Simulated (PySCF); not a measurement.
Be(I)(NMe2) (C₂H₆BeIN), SMILES [Be]([N](C)C)[I].

Geometry optimised at PBE0-D3(BJ)/def2-SVP. The structure was generated by enumeration; whether it is a known compound was not checked. The def2 effective core potentials stand for the cores of I; spin–orbit coupling is left out. The values are those of a single conformer.

The numbers are results of PBE/def2-TZVP (PySCF), not measurements.

Symmetry labels are those of the subgroup C2v that the program uses (full group C2v).

Computed valence orbital energies around the gap with their symmetry:
| orbital | symmetry | energy (eV) |
|---|---|---|
| HOMO−7 | B1 | -11.06 |
| HOMO−6 | A2 | -9.49 |
| HOMO−5 | B2 | -9.06 |
| HOMO−4 | A1 | -8.44 |
| HOMO−3 | A1 | -8.17 |
| HOMO−2 | B1 | -6.65 |
| HOMO−1 | B2 | -6.64 |
| HOMO | B1 | -5.27 |
| LUMO | B2 | -0.98 |
| LUMO+1 | A1 | -0.90 |
| LUMO+2 | B1 | -0.27 |
| LUMO+3 | A1 | 0.54 |
